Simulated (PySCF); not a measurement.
CH₁₂N₂Si₃, SMILES N[Si]([SiH2][SiH3])(C)N. Atoms are numbered in the order given.

```xyz
18

C     -1.3976    -1.2873    -1.3639
Si    -1.1425    -0.0748     0.0423
N     -0.8177    -0.9028     1.5292
N     -2.6068     0.8609     0.1248
Si     0.8604     1.1168    -0.3268
Si     2.6493    -0.3290     0.1262
H     -2.2682    -1.9320    -1.1608
H     -1.5719    -0.7712    -2.3211
H     -0.5130    -1.9318    -1.4780
H     -0.1855    -0.5076     2.2149
H     -1.5444    -1.4515     1.9779
H     -3.0904     1.0940    -0.7363
H     -2.6708     1.6309     0.7824
H      0.9834     2.3180     0.5662
H      0.9562     1.6029    -1.7428
H      2.4819    -1.5969    -0.6513
H      3.9863     0.2541    -0.2120
H      2.6522    -0.6743     1.5835
```

Coordinates come from a PBE0-D3(BJ)/def2-SVP optimisation. The structure was generated by enumeration, and PubChem lists no compound with its InChIKey, so it may never have been made. One conformer was computed; it need not be the lowest.

All values below come from PBE0/pcSseg-1 (PySCF).

GIAO shieldings, no solvent; atoms listed in one row are averaged. δ = σ(ref) − σ: ¹³C against TMS (σ = 186.3 ppm); ²⁹Si against TMS (σ = 352.7 ppm); ¹⁵N against NH3 (σ = 267.4 ppm); ¹H against TMS (σ = 31.56 ppm), references at their B3LYP-D3(BJ)/def2-TZVP geometries, non-relativistic.

Q: Estimate the chemical shifts. (An estimate is asked for; the answer gives what the named calculation found.)

A: 
```json
[
 {"nucleus": "¹³C", "atoms": "C1", "count": "1", "δ (ppm)": "3.5"},
 {"nucleus": "²⁹Si", "atoms": "Si2", "count": "1", "δ (ppm)": "-10.8"},
 {"nucleus": "²⁹Si", "atoms": "Si6", "count": "1", "δ (ppm)": "-103.5"},
 {"nucleus": "²⁹Si", "atoms": "Si5", "count": "1", "δ (ppm)": "-122.4"},
 {"nucleus": "¹⁵N", "atoms": "N4", "count": "1", "δ (ppm)": "39.7"},
 {"nucleus": "¹⁵N", "atoms": "N3", "count": "1", "δ (ppm)": "37.5"},
 {"nucleus": "¹H", "atoms": "H16, H17, H18", "count": "3", "δ (ppm)": "3.84"},
 {"nucleus": "¹H", "atoms": "H14, H15", "count": "2", "δ (ppm)": "3.37"},
 {"nucleus": "¹H", "atoms": "H10", "count": "1", "δ (ppm)": "1.05"},
 {"nucleus": "¹H", "atoms": "H11", "count": "1", "δ (ppm)": "0.82"},
 {"nucleus": "¹H", "atoms": "H12", "count": "1", "δ (ppm)": "0.66"},
 {"nucleus": "¹H", "atoms": "H13", "count": "1", "δ (ppm)": "0.54"},
 {"nucleus": "¹H", "atoms": "H7, H8, H9", "count": "3", "δ (ppm)": "0.50"}
]
```
